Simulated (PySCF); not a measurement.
```xyz
10

Si    -1.5573     0.0823     0.0556
N      0.0783     0.6301    -0.0063
Si     1.5301    -0.3024    -0.0468
H     -2.3115     0.7899     1.1259
H     -1.5246    -1.3736     0.3394
H     -2.2856     0.3106    -1.2238
H      0.2003     1.6305    -0.0875
H      2.5031     0.1901     0.9660
H      2.2070    -0.2494    -1.3729
H      1.1602    -1.7081     0.2504
```

Charge 0, multiplicity 1.

**Question.** Give the Mulliken and meta-Löwdin atomic charges from ωB97X-D3(BJ)/def2-TZVPD // PBE0-D3(BJ)/def2-TZVPD in PySCF.

**Answer.** 
```json
[
 {"atom": "Si1", "Mulliken (e)": "0.09", "meta-Löwdin (e)": "0.67"},
 {"atom": "N2", "Mulliken (e)": "-0.17", "meta-Löwdin (e)": "-0.82"},
 {"atom": "Si3", "Mulliken (e)": "0.09", "meta-Löwdin (e)": "0.67"},
 {"atom": "H4", "Mulliken (e)": "-0.03", "meta-Löwdin (e)": "-0.13"},
 {"atom": "H5", "Mulliken (e)": "-0.05", "meta-Löwdin (e)": "-0.11"},
 {"atom": "H6", "Mulliken (e)": "-0.03", "meta-Löwdin (e)": "-0.14"},
 {"atom": "H7", "Mulliken (e)": "0.21", "meta-Löwdin (e)": "0.23"},
 {"atom": "H8", "Mulliken (e)": "-0.03", "meta-Löwdin (e)": "-0.13"},
 {"atom": "H9", "Mulliken (e)": "-0.03", "meta-Löwdin (e)": "-0.14"},
 {"atom": "H10", "Mulliken (e)": "-0.05", "meta-Löwdin (e)": "-0.11"}
]
```
